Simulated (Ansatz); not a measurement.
Geometry optimisation, Ansatz, RHF/def2-SVP.

input.yaml

```yaml
crystal:
  periodic: [false, false, false]
  atoms:
    - { symbol: C, position_ang: [0.0156, 0.5956, 1.6978] }
    - { symbol: B, position_ang: [-0.6271, -0.4601, 0.6966] }
    - { symbol: Cl, position_ang: [-2.20023, -0.02443, -0.1669] }
    - { symbol: "N", position_ang: [0.08534, -1.76639, 0.40845] }
    - { symbol: Ge, position_ang: [-0.03837, -2.92848, 1.79404] }
    - { symbol: H, position_ang: [-0.7189, 1.5275, 1.7207] }
    - { symbol: H, position_ang: [0.9904, 0.9735, 1.3326] }
    - { symbol: H, position_ang: [0.1098, 0.2326, 2.6989] }
    - { symbol: H, position_ang: [-0.43587, -2.1608, -0.42768] }
    - { symbol: H, position_ang: [0.79566, -2.3321, 2.98346] }
    - { symbol: H, position_ang: [-1.51947, -3.02961, 2.21485] }
    - { symbol: H, position_ang: [0.5165, -4.28713, 1.41881] }
basis:
  gaussian: { orbitals: def2-SVP }
hamiltonian:
  xc: hf
relax:
  f_tol: 0.015
  max_steps: 40
```

Launched with:

```bash
$ ansatz run input.yaml --threads 2 --pin off --max-ram 3072MiB --backend cpu --events-out ev --progress --plain --runs-dir out
```

Task: Where does it end, and by what steps?

Result: The run converged. The force dipped under the threshold on the way, but the program's further checks kept it going. After 25 steps the energy has fallen by 1.079 eV; Cl3 moved furthest, 1.51 Å.

| step | energy less start (eV) | largest force component (eV/Å) | accepted |
| --- | --- | --- | --- |
| 0 | 0.0000 | 3.539 | yes |
| 1 | -0.5550 | 1.986 | yes |
| 2 | -0.7515 | 0.876 | yes |
| 3 | -0.8700 | 0.759 | yes |
| 4 | -0.9515 | 0.283 | yes |
| 5 | -1.0060 | 0.299 | yes |
| 6 | -1.0346 | 0.358 | yes |
| 7 | -1.0377 | 0.388 | yes |
| 8 | -1.0316 | 0.637 | no |
| 9 | -1.0524 | 0.139 | yes |
| 10 | -1.0585 | 0.040 | yes |
| 11 | -1.0600 | 0.328 | yes |
| 12 | -1.0648 | 0.094 | yes |
| 13 | -1.0699 | 0.047 | yes |
| 14 | -1.0706 | 0.231 | yes |
| 15 | -1.0747 | 0.093 | yes |
| 16 | -1.0763 | 0.068 | yes |
| 17 | -1.0776 | 0.030 | yes |
| 18 | -1.0782 | 0.076 | yes |
| 19 | -1.0788 | 0.036 | yes |
| 20 | -1.0788 | 0.140 | yes |
| 21 | -1.0791 | 0.032 | yes |
| 22 | -1.0792 | 0.003 | yes |
| 23 | -1.0792 | 0.018 | yes |
| 24 | -1.0792 | 0.016 | yes |
| 25 | -1.0792 | 0.004 | yes |

```xyz
12
Properties=species:S:1:pos:R:3
C -0.265 0.545 1.780
B -0.540 -0.383 0.530
Cl -1.027 0.426 -1.012
N -0.437 -1.778 0.520
Ge 0.031 -2.920 1.901
H -1.156 1.136 2.008
H 0.529 1.258 1.546
H 0.022 0.003 2.684
H -0.645 -2.227 -0.353
H 1.445 -2.601 2.395
H -0.960 -2.785 3.060
H -0.023 -4.333 1.313
```

Whether the end is a true minimum wasn't checked by a vibrational analysis.

Run time: 36 s on 2 threads of AMD EPYC 9R45 96-Core Processor (Zen 5) (shared host), peak memory 0.34 GiB.
